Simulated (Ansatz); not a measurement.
CH4ClNSi, SMILES `N=C([SiH3])Cl`: the same geometry under several functionals.

```yaml
crystal:
  periodic: [false, false, false]
  atoms:
    - {symbol: N, position_ang: [-0.133963, 1.454717, -0.961907]}
    - {symbol: C, position_ang: [-0.418521, 0.335375, -0.490032]}
    - {symbol: Si, position_ang: [0.653358, -0.598331, 0.760326]}
    - {symbol: Cl, position_ang: [-1.899099, -0.560559, -0.931261]}
    - {symbol: H, position_ang: [-0.820556, 1.817518, -1.623873]}
    - {symbol: H, position_ang: [1.022560, -1.900497, 0.155691]}
    - {symbol: H, position_ang: [-0.163537, -0.822565, 1.976881]}
    - {symbol: H, position_ang: [1.851856, 0.217343, 1.058375]}
basis:
  gaussian: {orbitals: def2-TZVPP}
hamiltonian: {xc: {name: LC-wPBE}}
output: {orbitals: {seedname: orbitals}}
```

```sh
$ ansatz run in.yaml --threads 4 --pin off --events-out ev --progress --plain
```

Shortened log:

```
Functional definition: LC-wPBE
1153 factors; their error is unknown
333 factors; integrals over basis functions are off by at most 3.3e-5 eV
mean field evaluation 1: about -22981.9798 eV, gradient 4.3e1 eV
mean field evaluation 2: about -22980.9827 eV, gradient 5.0e1 eV
mean field evaluation 4: about -22985.7448 eV, gradient 2.2e0 eV
mean field evaluation 8: about -22985.7629 eV, gradient 6.8e-2 eV
mean field evaluation 16: about -22985.7320 eV, gradient 3.3e-5 eV
mean field -22985.73201067 eV, -844.7100711034 hartree, gradient 3.3e-5 eV, S^2 0.000000; 0 other end points of the search recorded, 0 dependent functions left out
reference -22985.73201068 eV, -844.7100711036 hartree; 24, 24 occupied and 178, 178 virtual orbitals, 1153 factors
Total energy: -22985.73201068 eV, -844.7100711036 hartree
```

Run time 1.5 s (4 threads of a server CPU on a shared host); peak host memory 0.33 GiB.

Changing it to `hamiltonian: {xc: {name: r2SCAN0}, dispersion: d4}` (abridged; 2.5 s):

```
Functional definition: r2SCAN0
mean field evaluation 16: about -22989.8350 eV, gradient 5.5e-5 eV
mean field -22989.83503505 eV, -844.8608544680 hartree, gradient 5.5e-5 eV, S^2 0.000000
Total energy: -22989.88524101 eV, -844.8626995030 hartree
```

Changing it to `hamiltonian: {xc: {name: r2SCANh}, dispersion: d4}` (abridged; 2.4 s):

```
Functional definition: r2SCANh
mean field evaluation 16: about -22990.2076 eV, gradient 1.2e-4 eV
mean field -22990.20763128 eV, -844.8745471270 hartree, gradient 4.3e-5 eV, S^2 0.000000
Total energy: -22990.25282826 eV, -844.8762080854 hartree
```

The same input with `hamiltonian: {xc: pbe0, dispersion: d4}` (abridged; 1.7 s):

```
Functional definition: PBE0
mean field evaluation 16: about -22982.9487 eV, gradient 2.6e-5 eV
mean field -22982.94872537 eV, -844.6077872552 hartree, gradient 2.6e-5 eV, S^2 0.000000
Total energy: -22983.10068273 eV, -844.6133715853 hartree
```

The same input with `hamiltonian: {xc: pbe, dispersion: d4}` and forces (abridged; 1.5 s):

```
Functional definition: PBE
mean field evaluation 16: about -22981.1363 eV, gradient 4.9e-3 eV
mean field -22981.13628993 eV, -844.5411814813 hartree, gradient 2.0e-5 eV, S^2 0.000000
Total energy: -22981.31676273 eV, -844.5478137343 hartree
Atom 0 force     0.436310     0.663142    -0.104709 eV/Å
Atom 1 force     0.067475    -0.455309     0.311733 eV/Å
Atom 2 force    -0.009658     0.010113    -0.012302 eV/Å
Atom 3 force    -0.387391    -0.284717    -0.085499 eV/Å
Atom 4 force    -0.205467     0.162962    -0.230247 eV/Å
Atom 5 force     0.042872    -0.143235    -0.054343 eV/Å
Atom 6 force    -0.080091    -0.032160     0.133703 eV/Å
Atom 7 force     0.135948     0.079204     0.041664 eV/Å
Dipole moment:     0.014133    -0.041443     0.033606 e Å
```

With the line `hamiltonian: {xc: {name: B3LYP}, dispersion: d4}` and forces (abridged; 2.5 s):

```
Functional definition: B3LYP
mean field evaluation 16: about -22994.5973 eV, gradient 1.4e-4 eV
mean field -22994.59728206 eV, -845.0358638180 hartree, gradient 2.1e-5 eV, S^2 0.000000
Total energy: -22994.89167647 eV, -845.0466826129 hartree
Atom 0 force    -0.007936     0.144211    -0.090075 eV/Å
Atom 1 force     0.271848     0.047476     0.149772 eV/Å
Atom 2 force     0.096243    -0.060610     0.098919 eV/Å
Atom 3 force    -0.353960    -0.198741    -0.114152 eV/Å
Atom 4 force     0.029107     0.032033    -0.000003 eV/Å
Atom 5 force    -0.019123     0.085039     0.045890 eV/Å
Atom 6 force     0.060276     0.012062    -0.076816 eV/Å
Atom 7 force    -0.076454    -0.061470    -0.013536 eV/Å
Dipole moment:     0.020120    -0.053490     0.044567 e Å
```

B3LYP takes the VWN-RPA correlation (the form of Gaussian; ORCA's B3LYP/G).
